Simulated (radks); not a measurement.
Tl16+, configuration [Kr] 4d10 4f14 5s2 5p3 (the NIST ground configuration).

Method: scalar-relativistic Kohn-Sham, SCAN, spin-polarised, spherical densities, finite nucleus; open shells are filled with parallel spins first (spin-orbit coupling, left out, can overturn this in heavy ions); meta-GGA in the generalised Kohn-Sham scheme; Fermi nuclear charge, rms radius 5.4759 fm; computed with a radial shooting solver on a logarithmic mesh with Libxc functionals.

Energy parts (hartree):
total: -20156.4958
kinetic: 22700.7271
electron-nucleus: -49439.6300
Hartree: 6949.6925
exchange-correlation: -367.2853

Orbitals (lengths in bohr, moments of r in powers of bohr; r(max) is where P^2 peaks):
orbital  occ.  eigenvalue (hartree)  <1/r>       <r^4>   r(max)      <r^2>
1s up       1             -3161.601  99.39   3.761e-07  0.01003  0.0003690
1s down     1             -3161.579  99.39   3.761e-07  0.01003  0.0003690
2s up       1             -574.4294  23.36  0.00005445  0.05809   0.005600
2s down     1             -574.4159  23.36  0.00005444  0.05809   0.005600
2p up       3             -495.8227  20.60  0.00004488  0.04832   0.004753
2p down     3             -495.8015  20.60  0.00004488  0.04832   0.004753
3s up       1             -147.0070  8.669    0.001951   0.1636    0.03598
3s down     1             -146.9923  8.667    0.001951   0.1637    0.03598
3p up       3             -124.2523  7.860    0.002169   0.1635    0.03720
3p down     3             -124.2339  7.859    0.002169   0.1636    0.03720
3d up       5             -100.6278  7.376    0.001670   0.1335    0.03086
3d down     5             -100.6060  7.376    0.001670   0.1335    0.03086
4s up       1             -42.51041  3.729     0.04241   0.3685     0.1718
4s down     1             -42.48706  3.724     0.04244   0.3688     0.1720
4p up       3             -34.99270  3.365     0.05640   0.3880     0.1959
4p down     3             -34.97282  3.363     0.05621   0.3884     0.1958
4d up       5             -26.14471  3.030     0.07498   0.3941     0.2192
4d down     5             -26.11379  3.032     0.07414   0.3944     0.2184
4f up       7             -16.36813  2.657      0.1099   0.3555     0.2439
4f down     7             -16.31636  2.666      0.1065   0.3554     0.2409
5s up       1             -16.31565  1.667      0.7640   0.7840     0.7467
5s down     1             -16.04039  1.683      0.7498   0.7784     0.7385
5p up       3             -13.94851  1.505       1.080   0.8558     0.8860

The highest occupied level is 5p up at -379.56 eV. The spin density at the nucleus is -23.70 e/bohr^3 (1s -6.00, 2s 2.54, 3s 13.65, 4s 27.46, 5s -61.36). For comparison, the ionisation energy in NIST's Atomic Spectra Database is 392 eV (theoretical). In exact Kohn-Sham theory the highest level is minus the ionisation energy, but local and semilocal functionals leave it too shallow, through self-interaction and a potential that decays too fast; potentials with the right tail come closer. The density falls to 0.001 e/bohr^3 at r = 1.88 bohr. Summed over all electrons, <r^2> = 11.89 bohr^2, which gives a Langevin (diamagnetic) susceptibility term of -9.42 x 10^-6 cm^3/mol. The electron density at the nucleus is 2.719e+06 e/bohr^3 (large components only). Spin moment in Bohr magnetons: 3.

Empty levels of this run are not shown, since the potential may be unsettled where no density lies.
